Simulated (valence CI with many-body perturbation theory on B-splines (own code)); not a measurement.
Values are calculated unless marked as measured or tabulated.
# Run record, Yb XXXII

Method: valence CI with perturbative core correlation (CI+MBPT): three valence electrons over a frozen Dirac-Fock core [Kr], radial functions for each j: 9 s, 9 p, 10 d, 8 f, 5 g, 3 h, 1 i, with the one-electron correlation potential Σ1 (screened to all orders), the two-electron term Σ2, the three-electron term Σ3, Breit, model QED; selected single and double excitations, second order for the rest (own B-spline code, finite nucleus).

Command, and the settings that its task file holds:

```sh
python run_cv.py task.json out
```

```
atom Yb  Z=70  mass_number=174  rms_radius_fm=5.3108
core [Kr]
valence 4d3
avg = 1
basis = L
breit = 1
cap = 40000
capref = 1200
cscale = 1
de = 0.0
dress = 0
eps = 2e-08
h = 0.27
hh = 1
l2 = 3
lcore = 6
maxit = 60
n2 = 5
natural = 1
nlev = 60
nno = [6, 6, 7, 6, 4, 3, 1]
nroot = 26
nsp = [3, 3, 3, 2, 1, 0, 0]
pt2 = 1
qed = 1
rpa = 1
s1 = 1
s2 = 1
s3 = 1
screen = 1
tol = 2e-05
```

It took 110 s on 1 thread of Arm Neoverse N1, on a shared host.

Log. The first blocks belong to the next ion, which gives the ionisation energy. Fields: 2J, parity (1 odd), roots, reference size, generating configurations, candidates as configurations/state functions, variational space P, stored matrix elements, Davidson steps; e2 is the range of second-order energies in hartree. The first line gives the box (bohr), its intervals, the orbitals and the steps of their self-consistent field. Window is the range of levels sought, series limit the energy at which the first omitted orbital would enter, core excitation an estimate of the first excitation out of the core, left out the lowest levels not solved, and shifts from estimates the range by which levels moved from their first estimate, all in cm⁻¹.

```
rmax 4.7 intervals 58 orbitals 81 references ['4d3', '4d2 4f', '4d 4f2', '4d2 5s', '4d2 5p'] scf 4 t 2.9
2J=4 par=0 roots 2 ref 43 generators 3 cand 1141/1141 P 799/799 nnz 0 it 0
2J=4 par=0 roots 2 ref 43 generators 6 cand 385/385 P 976/976 nnz 0 it 0
   second order: generators 8 cand 208/208 e2 -0.00000 -0.00000
2J=0 par=0 roots 2 ref 13 generators 4 cand 348/348 P 327/327 nnz 0 it 0
2J=0 par=0 roots 2 ref 13 generators 4 cand 34/34 P 354/354 nnz 0 it 0
   second order: generators 6 cand 7/7 e2 -0.00000 -0.00000
2J=6 par=0 roots 2 ref 39 generators 2 cand 1144/1144 P 504/504 nnz 0 it 0
2J=6 par=0 roots 2 ref 39 generators 4 cand 679/679 P 674/674 nnz 0 it 0
   second order: generators 8 cand 509/509 e2 -0.00000 -0.00000
reference levels 697, estimated 19, window 386578 1/cm; series limit 6447942, core excitation 1138943
2J=3 par=0 roots 5 ref 66 generators 7 cand 5077/12841 P 1903/5062 nnz 6.7e+06 it 5
2J=3 par=0 roots 5 ref 66 generators 10 cand 4102/10343 P 2490/6645 nnz 1e+07 it 5
   second order: generators 11 cand 4766/11975 e2 -0.00002 -0.00001
2J=5 par=0 roots 5 ref 80 generators 5 cand 5552/17073 P 1969/6152 nnz 9.9e+06 it 5
2J=5 par=0 roots 5 ref 80 generators 8 cand 4340/13501 P 2587/8104 nnz 1.5e+07 it 5
   second order: generators 9 cand 3722/11549 e2 -0.00002 -0.00001
2J=7 par=0 roots 3 ref 77 generators 2 cand 2424/7102 P 1818/5788 nnz 9e+06 it 4
2J=7 par=0 roots 3 ref 77 generators 6 cand 4455/14954 P 2366/7548 nnz 1.4e+07 it 5
   second order: generators 8 cand 5410/18607 e2 -0.00003 -0.00001
2J=9 par=0 roots 3 ref 66 generators 4 cand 3667/11910 P 1725/5382 nnz 7.9e+06 it 4
2J=9 par=0 roots 3 ref 66 generators 8 cand 4217/13783 P 2172/6841 nnz 1.2e+07 it 4
   second order: generators 9 cand 3770/12324 e2 -0.00001 -0.00001
2J=1 par=0 roots 2 ref 37 generators 3 cand 4047/6656 P 1591/2618 nnz 1.8e+06 it 4
2J=1 par=0 roots 2 ref 37 generators 6 cand 3567/5853 P 2104/3490 nnz 2.9e+06 it 4
   second order: generators 7 cand 3054/4981 e2 -0.00001 -0.00001
2J=11 par=0 roots 1 ref 44 generators 1 cand 1698/4546 P 1221/3516 nnz 3.9e+06 it 4
2J=11 par=0 roots 1 ref 44 generators 3 cand 4035/12286 P 1651/4784 nnz 6.4e+06 it 4
   second order: generators 5 cand 5108/16534 e2 -0.00002 -0.00002
left out: unestimated 1454454, estimated none, shifts from estimates -12 to 13
operators 6.2
```

The Davidson iterations converged.

No measured spectrum was set against this ion. As an estimate, large intervals hold to a few tenths of a per cent, small ones and those within an open d or f shell to about a per cent. Only levels of the ground parity were solved; by the run's estimate the other parity begins above the list, which can be wrong where configurations are misplaced.

```yaml
Valence_energy: -140.6827 hartree
Ionisation_energy: "1225.1 eV (NIST: 1224 ± 4 eV (theoretical))"
Reference_configurations_for_the_orbitals: 4d3, 4d2 4f, 4d 4f2, 4d2 5s, 4d2 5p
Radial_orbitals: 81
Box_radius: 4.667 bohr
Largest_variational_space: 8104
Lowest_levels: (4d3/2^3) J=3/2 0.0, (4d3/2^2 4d5/2) J=5/2 [a] 84529, (4d3/2^2 4d5/2) J=3/2 103410, (4d3/2^2 4d5/2) J=7/2 111380, (4d3/2^2 4d5/2) J=9/2 115330, (4d3/2^2 4d5/2) J=1/2 117160, (4d3/2^2 4d5/2) J=5/2 [b] 171390, (4d3/2 4d5/2^2) J=7/2 [a] 196610, (4d3/2 4d5/2^2) J=9/2 207680, (4d3/2 4d5/2^2) J=3/2 [a] 220830, (4d3/2 4d5/2^2) J=1/2 228640, (4d3/2 4d5/2^2) J=11/2 235590, (4d3/2 4d5/2^2) J=5/2 [a] 237640, (4d3/2 4d5/2^2) J=5/2 [b] 253910 cm⁻¹
```

Levels are named by their leading jj configuration (3d3/2^4 stands for four electrons in 3d with j = 3/2), which in mixed levels can hold well under half, so a name can repeat and another be missing. Letters in brackets count levels of one name in rising energy.
